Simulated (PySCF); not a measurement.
1,1-dichloro-3,3,3-trifluoroprop-1-ene, C3HCl2F3, SMILES FC(F)(F)C=C(Cl)Cl, point group Cs.

Force field and properties: B3LYP/pcSseg-1 (PySCF, grid level 2). Vibrational terms come from second-order perturbation theory with semi-diagonal cubic constants, by steps of ±0.6 along the normal coordinates of each isotopologue. The parent has the commonest isotopes.

Equilibrium geometry (Å):

```json
{"atom": "F1", "x": "-2.2358", "y": "-0.3853", "z": "-0.2653"}
{"atom": "C2", "x": "-1.0380", "y": "0.1752", "z": "-0.5310"}
{"atom": "F3", "x": "-1.1861", "y": "1.5113", "z": "-0.4258"}
{"atom": "F4", "x": "-0.7460", "y": "-0.0910", "z": "-1.8201"}
{"atom": "C5", "x": "-0.0134", "y": "-0.3712", "z": "0.4218"}
{"atom": "C6", "x": "1.2774", "y": "-0.0488", "z": "0.4348"}
{"atom": "Cl7", "x": "2.3661", "y": "-0.7545", "z": "1.5947"}
{"atom": "Cl8", "x": "2.0171", "y": "1.0728", "z": "-0.6582"}
{"atom": "H9", "x": "-0.3870", "y": "-1.0845", "z": "1.1484"}
```

(1) Give the equilibrium and ground-state rotational constants (MHz) of parent; ³⁷Cl at 8.

(2) How is the parent's vibrational correction B0 − Be made up?

(3) And its quartic centrifugal distortion constants from the harmonic force field?

(4) Which nuclear quadrupole couplings χaa, χbb, χcc (MHz) does the parent show, at equilibrium and averaged?

A mode lies under 250 cm⁻¹, where this perturbation treatment is rough.

Results:

(1) 
```
  species      Ae      Be      Ce      A0      B0      C0  Δ0 (u Å²)  harmonic ZPE (cm⁻¹)
   parent  2331.5  869.83  713.43  2321.1  864.86   709.8    -90.076                 8463
³⁷Cl at 8  2280.8  866.45  706.37  2270.8   861.5  702.78    -90.063                 8456
```

Δ0 = Ic − Ia − Ib from the ground-state constants.

(2) 
```json
{"axis": "a", "harmonic": "1.94", "Coriolis": "-5.24", "cubic": "-7.08", "total (MHz)": "-10.4"}
{"axis": "b", "harmonic": "0.476", "Coriolis": "-0.515", "cubic": "-4.94", "total (MHz)": "-4.98"}
{"axis": "c", "harmonic": "0.271", "Coriolis": "-0.184", "cubic": "-3.73", "total (MHz)": "-3.64"}
```

(3) Asymmetric top, A reduction, Ir representation: ΔJ = 0.0324 kHz, ΔJK = 0.412 kHz, ΔK = 0.0212 kHz, δJ = 0.00442 kHz, δK = -0.803 kHz.

(4) 35Cl at 7: -53.1, 15.9, 37.2 and -52.9, 16.0, 36.8; 35Cl at 8: 46.0, -82.4, 36.4 and 45.8, -81.8, 36.0.
